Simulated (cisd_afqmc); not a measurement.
Input (AFQMC/CISD/cc-pVTZ; cisd_afqmc is a phaseless AFQMC code with CISD trial states that reads the integrals written by Ansatz):

Ansatz 0.2 input:
```python
import cisd_afqmc

open("ham.yaml", "w").write("""\
crystal:
  periodic: [false, false, false]
  atoms:
    - {symbol: B, position_ang: [-0.00000000, -0.00000000, -0.20551333]}
    - {symbol: H, position_ang: [0.00000000, 0.00000000, 1.02756663]}
basis:
  gaussian:
    orbitals: cc-pVTZ
magnetization: {spin_polarized: false}
correlation: {method: ccsd, electrons: outside_noble_gas, hamiltonian_folder: ham}
""")
rep = cisd_afqmc.ansatz("ham.yaml")
e_ccsd = rep["correlation"]["coupled_cluster"]["energy"]["hartree"]
out = cisd_afqmc.run("ham", e_ccsd, trial="CISD", walkers=200, populations=8, threads=8, dt=0.005, steps=40, early=24, settle=10, least=32,
    cut=5e-5, rank_cut=2e-4, target=0.0004, seconds=1500, seed=1, memory=17280, gpu=False)
```

Output:

```
orbitals 43, occupied [2], factors 212 of 253, rank of the doubles 47 of 82
E(HF) = -25.129927
E(CCSD) on the cut factors = -25.228578, shift to the whole factors -0.000000
Energy of the trial state on the determinant = -25.228480
  tau behind 7.2 of longer steps, mean of the populations' last blocks
   2.0  -25.23071
   4.0  -25.23104
   6.0  -25.23119
   8.0  -25.23091
blocks 268 (0 outliers left out), error by blocks joined: 1: 0.00005, 2: 0.00006, 4: 0.00007, 8: 0.00009, 16: 0.00010
E(AFQMC/CISD) = -25.23104 +/- 0.00010
```
